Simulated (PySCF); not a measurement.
C₃H₈ClSi, multiplicity 2. Atoms are numbered in the order given.

```xyz
13

C     -0.7111     1.6952    -0.8290
Si    -0.0952     0.0187    -0.3377
C      1.4507    -0.4600    -1.2928
C     -1.4273    -1.2927    -0.5289
Cl     0.4161     0.1178     1.6947
H     -0.7583     2.5415    -0.1341
H     -1.0574     1.9143    -1.8479
H      2.2558     0.2742    -1.1341
H      1.8155    -1.4492    -0.9718
H      1.2346    -0.5061    -2.3737
H     -1.0507    -2.2787    -0.2119
H     -2.3120    -1.0481     0.0791
H     -1.7436    -1.3671    -1.5833
```
Charge 0, spin multiplicity 2.

Geometry: TPSSh-D3(BJ)/def2-SVP. The geometry has at least one imaginary mode, so it is a saddle point at that level. The isomer is the one that the SMILES or the coordinates give; other isomers of the formula were not compared.

These are r2SCAN/def2-TZVP (PySCF) values and carry that method's errors.

Isolated molecule, no solvent.

```yaml
total_energy: -868.79566 hartree
"α spin, highest occupied and lowest empty level": -6.11 and 0.62 eV
"β spin, highest occupied and lowest empty level": -7.37 and -2.92 eV
dipole_moment: 2.21 D
quadrupole, principal values (traceless, Buckingham form, about the centre of nuclear charge): -1.80, -0.34, 2.14 D·Å
mean_static_polarisability: 73.2 bohr³ (10.84 Å³)
polarisability_principal_values: 69.6, 73.4, 76.5 bohr³
"⟨S²⟩": 0.756 (pure state 0.75)
```
